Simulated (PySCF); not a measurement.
## Peak assignment

Cartesian coordinates in Å; atom numbers follow the order of the lines, from 1:
```xyz
17

C     3.678   -0.094   -0.179
C     2.244    0.051   -0.332
C     1.038    0.173   -0.448
P    -0.683    0.352   -0.791
N    -1.346   -0.955    0.055
C    -2.675   -1.431   -0.256
C    -0.998    1.759    0.448
F    -2.310    2.034    0.457
F    -0.661    1.437    1.704
F    -0.343    2.873    0.125
H     4.003    0.200    0.831
H     4.216    0.533   -0.908
H     3.983   -1.139   -0.345
H    -1.059   -1.072    1.023
H    -2.859   -1.316   -1.334
H    -2.764   -2.503   -0.018
H    -3.479   -0.890    0.278
```

[PySCF: NMR shieldings at B3LYP/pcSseg-1/GIAO; geometry from PBE0-D3(BJ)/def2-SVP; gas phase; averaged over atoms made equivalent by symmetry, fast rotation or ring inversion; relativity neglected; a single conformation]

References, each an isolated molecule treated in the same way: TMS for ¹³C and ¹H.

Q: Assign these signals to the numbered atoms. ¹³C{¹H} NMR (computed): δ 137.1, 111.6, 77.6, 35.7, 5.6.

A: 
137.1 → C7, CF3 carbon: 3 electronegative neighbours deshield it
111.6 → C2, alkyne carbon
77.6 → C3, alkyne carbon: the triple bond shields along its axis, which puts it between sp3 and sp2 carbons
35.7 → C6, methyl carbon bonded to N: the inductive effect lowers its shielding
5.6 → C1, propargylic methyl carbon: saturated and bonded to C and H only

Q: Assign these signals to the numbered atoms. ¹H NMR (400 MHz, computed): δ 2.85 (m, 3H), 2.08 (s, 3H), 1.32 (br s, 1H).

A: 
| δ (ppm) | atoms | environment | reason |
| --- | --- | --- | --- |
| 2.85 | H15/H16/H17 | hydrogen on a methyl carbon bonded to N | its carbon carries N, an electronegative neighbour |
| 2.08 | H11/H12/H13 | hydrogen on a propargylic methyl carbon | – |
| 1.32 | H14 | hydrogen on a nitrogen bonded to C, P | exchangeable; this is the value without hydrogen bonding to other molecules |

Exchangeable OH/NH protons stand at their gas-phase positions; hydrogen bonding in a real sample shifts them, mostly to higher δ. Splittings by ¹⁹F and ³¹P in the carbon and heteronuclear signals aren't shown, as no couplings were computed. Shifts are as computed. Against solution values, carbons near 30 ppm lie about +2 ppm off and those near 130 ppm about +6 ppm (rms about the fit 1.1 ppm; single classes can miss by 10 ppm). Of 1328 compounds with measured shifts, 309 miss one by over three times the rms of a fit or turn the order of signals round; such compounds aren't used in these exercises. Signals without a measured value on file couldn't be tested in this way. Multiplicities follow the n + 1 count of equivalent neighbours, as no J values were calculated; m marks all less simple cases, F and P coupling included.
